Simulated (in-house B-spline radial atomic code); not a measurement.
Checks on a self-consistent run for As V (As4+), [Ar] 3d10 7s1. Computed with a radial B-spline atomic code at the basis-set limit: Dirac-Hartree-Fock, average of configuration, Fermi nucleus of rms radius 4.0968 fm.

```
orbital  q      ε (Eh)     <1/r>        <r²>  small-component weight
  1s1/2  2  -441.59226   33.4739  0.00278401                0.014275
  2s1/2  2   -60.13841   7.44601   0.0480886               0.0028065
  2p1/2  2   -53.76000    7.3761    0.037442               0.0027729
  2p3/2  4   -52.40169     7.165   0.0388912               0.0027155
  3s1/2  2   -10.58086   2.39304    0.408136              0.00064578
  3p1/2  2    -8.37968   2.26882    0.432084              0.00059542
  3p3/2  4    -8.18324   2.22125    0.445573              0.00058149
  3d3/2  4    -4.39949   1.94324    0.528728              0.00046442
  3d5/2  6    -4.36987   1.93007    0.535279              0.00046002
  7s1/2  1    -0.42935  0.158394     85.6346              1.4213e-05
```

Electron-electron repulsion V_ee = 818.4071 hartree.

(1) What total energy follows from the eigenvalues?

(2) Does the Dirac virial theorem hold?

(3) What diamagnetic shielding (Lamb formula) and susceptibility (Langevin formula) do the radii give?

Answers

(1) The eigenvalues count the repulsion twice, so E = Σqε - V_ee = -1435.489 - 818.407 = -2253.896 hartree; the run printed -2253.896.

(2) For a point nucleus E = -2c²Σq·w, with w the small-component weight. Here Σq·w = 0.060011 and c = 137.0360, so the ratio E/(-2c²Σq·w) is 1.000013; the finite nucleus accounts for the departure from 1.

(3) σ = (α²/3)Σq<1/r> = 162.973/(3·137.036²) = 2892.8 ppm, and χ = -0.79199×10⁻⁶·Σq<r²> = -75.05×10⁻⁶ cm³/mol with Σq<r²> = 94.756 bohr². Both are non-relativistic formulas without the paramagnetism of open shells.
